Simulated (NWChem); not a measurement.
System meant: C₂H₃NO₂Si; SMILES O1C(=O)N=C[SiH2]1

Input file for NWChem:

```
start job
memory heap 200 mb stack 900 mb global 1100 mb
geometry units angstroms noautoz
  O     -0.392232    -2.275722     0.000000
  C     -0.114719    -1.121401     0.000000
  N      1.247007    -0.644124     0.000000
  C      1.346328     0.628571     0.000000
  Si    -0.378056     1.420952     0.000000
  O     -1.050059    -0.133711     0.000000
  H      2.350020     1.076526     0.000000
  H     -0.740861     2.172007    -1.229220
  H     -0.740861     2.172007     1.229220
end
basis spherical
  * library def2-svp
end
dft
  xc b3lyp
  iterations 4
  mulliken
end
task dft energy
```

End of the output:

```
    Atom       Charge   Shell Charges
 -----------   ------   -------------------------------------------------------
    1 O    8     8.11   1.97  0.92  0.64  2.70  1.84  0.03
    2 C    6     5.93   1.96  0.60  0.27  1.78  0.99  0.33
    3 N    7     7.09   1.97  0.82  0.49  2.19  1.55  0.06
    4 C    6     6.09   1.97  0.65  0.36  1.85  1.17  0.11
    5 Si  14    13.44   2.00  1.93  0.65  0.33  5.81  1.28  1.00  0.44
    6 O    8     8.19   1.97  0.91  0.59  2.73  1.96  0.02
    7 H    1     0.98   0.64  0.27  0.07
    8 H    1     1.09   0.65  0.42  0.03
    9 H    1     1.09   0.65  0.42  0.03

 center of mass
 --------------
 x =  -0.01434884 y =  -0.10277680 z =   0.00000000

 moments of inertia (a.u.)
 ------------------
         636.771925829553          -0.000000000000           0.000000000000
          -0.000000000000         276.687949419506           0.000000000000
           0.000000000000           0.000000000000         891.707733447808

     Multipole analysis of the density
     ---------------------------------

     L   x y z        total         alpha         beta         nuclear
     -   - - -        -----         -----         ----         -------
     0   0 0 0     -0.000000    -26.000000    -26.000000     52.000000

     1   1 0 0      0.271079      0.135539      0.135539     -0.000000
     1   0 1 0      1.985658      0.992829      0.992829     -0.000000
     1   0 0 1     -0.000000     -0.000000     -0.000000      0.000000

     2   2 0 0    -31.634934    -88.154835    -88.154835    144.674737
     2   1 1 0      0.796896      1.015204      1.015204     -1.233513
     2   1 0 1      0.000000      0.000000      0.000000      0.000000
     2   0 2 0    -33.333753   -183.107291   -183.107291    332.880829
     2   0 1 1      0.000000      0.000000      0.000000      0.000000
     2   0 0 2    -29.704739    -20.248183    -20.248183     10.791626

 ------------------------------------------------------------------------
 dft energy failed                                                                                  0
 ------------------------------------------------------------------------
 ------------------------------------------------------------------------
  current input line :
    22: task dft energy
 ------------------------------------------------------------------------
 ------------------------------------------------------------------------
 This type of error is most commonly associated with calculations not reaching convergence criteria
 ------------------------------------------------------------------------
 For more information see the NWChem manual at https://nwchemgit.github.io

0:dft energy failed:Received an Error in Communication
```

**Question.** What is wrong, and how is it mended?

**Answer.** The run did not converge; its last values are not results. Cause: the SCF was allowed too few iterations. This input runs:
```
start job
memory heap 200 mb stack 900 mb global 1100 mb
geometry units angstroms noautoz
  O     -0.392232    -2.275722     0.000000
  C     -0.114719    -1.121401     0.000000
  N      1.247007    -0.644124     0.000000
  C      1.346328     0.628571     0.000000
  Si    -0.378056     1.420952     0.000000
  O     -1.050059    -0.133711     0.000000
  H      2.350020     1.076526     0.000000
  H     -0.740861     2.172007    -1.229220
  H     -0.740861     2.172007     1.229220
end
basis spherical
  * library def2-svp
end
dft
  xc b3lyp
  iterations 150
  mulliken
end
task dft energy
```
It converges to -572.43648 Ha (B3LYP/def2-SVP).
